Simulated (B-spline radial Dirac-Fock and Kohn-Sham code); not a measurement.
## X-ray form factors of praseodymium in several charge states

Method: Dirac-Fock orbitals of the configuration average with a finite nucleus. Computed with a B-spline atomic structure program.

Configurations: Pr⁴³⁺ [Ne] 3s2 3p4; Pr⁴⁷⁺ [Ne] 3s2; Pr⁴⁹⁺ [He] 2s2 2p6. The first column is f₀ of Pr⁴³⁺, the others are differences from it.

```
s (Å⁻¹)   Pr⁴³⁺  Δ Pr⁴⁷⁺  Δ Pr⁴⁹⁺
      0  16.000   -4.000   -6.000
    0.1  15.964   -3.980   -5.970
    0.2  15.856   -3.920   -5.880
    0.3  15.679   -3.821   -5.733
    0.4  15.436   -3.687   -5.533
    0.5  15.135   -3.521   -5.285
    0.7  14.379   -3.110   -4.670
    0.9  13.473   -2.628   -3.948
    1.1  12.484   -2.119   -3.183
    1.4  10.982   -1.388   -2.081
```
